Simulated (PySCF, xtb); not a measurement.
Te(Cl)(NH2) (ClH₂NTe), SMILES N[Te]Cl. One conformer was computed; it need not be the lowest.

Harmonic wavenumbers (cm⁻¹) from GFN2-xTB (xtb) at its own minimum, in rising order: 167, 221, 344, 507, 692, 866, 1499, 3433, 3469.

What does r2SCAN-D4/def2-TZVP in PySCF give at its own minimum? (An estimate is asked for; the answer gives what the named calculation found.)

163, 338, 435, 508, 708, 932, 1570, 3514, 3626. Paired by order, the mean absolute difference is 67 cm⁻¹ and the zero-point energies are 16.0 and 16.9 kcal/mol.
